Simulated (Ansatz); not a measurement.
A CCSD(T) single point on `[Br][Au]`.

```yaml
crystal:
  periodic: [false, false, false]
  atoms:
    - {symbol: Br, position_ang: [1.015055, -0.384913, 0.506299]}
    - {symbol: Au, position_ang: [-0.985655, 0.324713, -0.502199]}
basis:
  gaussian: {orbitals: def2-SVP}
correlation: {method: ccsd_t}
```

```sh
$ ansatz run in.yaml --threads 2 --pin off --events-out ev --progress --plain
```

Output of Ansatz, abridged:

```
Functional definition: HF
632 factors; integrals over basis functions are off by at most 4.6e-4 eV
mean field evaluation 1: about -73658.1825 eV, gradient 1.6e1 eV
mean field evaluation 2: about -73658.3519 eV, gradient 1.6e1 eV
mean field evaluation 4: about -73659.0135 eV, gradient 1.5e0 eV
mean field evaluation 8: about -73659.0499 eV, gradient 3.1e-1 eV
mean field evaluation 16: about -73659.0518 eV, gradient 2.6e-6 eV
mean field -73659.05182439 eV, -2706.9202266476 hartree, gradient 2.6e-6 eV, S^2 0.000000; 2 other end points of the search recorded, 0 dependent functions left out
9 core orbitals not correlated: weight in the atoms' cores, before any rotation towards them, 1.000 or more for the frozen orbitals, at most 0.000 for the correlated occupied ones
reference -73659.05182439 eV, -2706.9202266476 hartree; 18, 18 occupied and 37, 37 virtual orbitals, 632 factors
second order -15.52014994 eV of doubles, -0.00000000 eV of singles
cycle   1  -14.45879081 eV  change     1.1e0 eV  update   1.3e-1
cycle   2  -14.91532628 eV  change   -4.6e-1 eV  update   3.8e-2
cycle   3  -15.00265238 eV  change   -8.7e-2 eV  update   3.3e-2
cycle   4  -14.97533380 eV  change    2.7e-2 eV  update   1.5e-2
cycle   5  -14.97227895 eV  change    3.1e-3 eV  update   8.0e-3
cycle   6  -14.98321418 eV  change   -1.1e-2 eV  update   3.2e-3
cycle   7  -14.98167929 eV  change    1.5e-3 eV  update   1.3e-3
cycle   8  -14.98091237 eV  change    7.7e-4 eV  update   4.8e-4
cycle   9  -14.98138701 eV  change   -4.7e-4 eV  update   1.7e-4
cycle  10  -14.98128848 eV  change    9.9e-5 eV  update   5.7e-5
cycle  11  -14.98127790 eV  change    1.1e-5 eV  update   2.2e-5
perturbative correction -0.35930859 eV, -0.0132043470 hartree
Total energy: -73674.39241087 eV, -2707.4839828027 hartree
```

Hardware: 2 threads of a server CPU on a shared host. Wall time 1.1 s, peak host memory 0.17 GiB.

The correlation energy is -15.341 eV, 2.3 % of it from (T); the T1 diagnostic reads 0.0246.
